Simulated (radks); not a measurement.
Effect of the nuclear size on the iridium ion Ir2+, [Xe] 4f14 5d7. All-electron calculation, Dirac Kohn-Sham, BLYP, spin-unpolarised, spherical densities, finite nucleus; open shells are shared between the two j in proportion to 2j + 1; Fermi nuclear charge, rms radius 5.4032 fm. Program: a radial shooting solver on a logarithmic mesh with Libxc functionals. The rms radius is varied about that value; shifts are against it.

[
 {"rms radius (fm)": "4.3496", "total energy shift (eV)": "-28.4", "density at nucleus (e/bohr^3)": "1.977e+06", "1s1/2 shift (meV)": "-11500", "2s1/2 shift (meV)": "-1660", "5s1/2 shift (meV)": "-17.9", "5p1/2 shift (meV)": "-0.261", "5d5/2 shift (meV)": "0.172", "6s1/2 (empty) shift (meV)": "-2.34", "6p1/2 (empty) shift (meV)": "-0.099"},
 {"rms radius (fm)": "5.1925", "total energy shift (eV)": "-6.00", "density at nucleus (e/bohr^3)": "1.849e+06", "1s1/2 shift (meV)": "-2410", "2s1/2 shift (meV)": "-350", "5s1/2 shift (meV)": "-3.77", "5p1/2 shift (meV)": "-0.055", "5d5/2 shift (meV)": "0.036", "6s1/2 (empty) shift (meV)": "-0.494", "6p1/2 (empty) shift (meV)": "-0.021"},
 {"rms radius (fm)": "5.4032", "total energy shift (eV)": "0", "density at nucleus (e/bohr^3)": "1.821e+06", "1s1/2 shift (meV)": "0.000", "2s1/2 shift (meV)": "0.000", "5s1/2 shift (meV)": "0.000", "5p1/2 shift (meV)": "0.000", "5d5/2 shift (meV)": "0.000", "6s1/2 (empty) shift (meV)": "0.000", "6p1/2 (empty) shift (meV)": "0.000"},
 {"rms radius (fm)": "5.9003", "total energy shift (eV)": "14.7", "density at nucleus (e/bohr^3)": "1.762e+06", "1s1/2 shift (meV)": "5930", "2s1/2 shift (meV)": "860", "5s1/2 shift (meV)": "9.25", "5p1/2 shift (meV)": "0.137", "5d5/2 shift (meV)": "-0.089", "6s1/2 (empty) shift (meV)": "1.21", "6p1/2 (empty) shift (meV)": "0.052"},
 {"rms radius (fm)": "6.3326", "total energy shift (eV)": "28.2", "density at nucleus (e/bohr^3)": "1.715e+06", "1s1/2 shift (meV)": "11300", "2s1/2 shift (meV)": "1640", "5s1/2 shift (meV)": "17.7", "5p1/2 shift (meV)": "0.263", "5d5/2 shift (meV)": "-0.171", "6s1/2 (empty) shift (meV)": "2.32", "6p1/2 (empty) shift (meV)": "0.099"}
]

Slopes of the eigenvalues against <r^2> in GHz/fm^2, as finite differences over the two radii next to the reference (eigenvalue slopes, not the field-shift constants of lines): 1s1/2 257000, 2s1/2 37300, 5s1/2 401, 5p1/2 5.92, 5d5/2 -3.86, 6s1/2 (empty) 52.6, 6p1/2 (empty) 2.23.
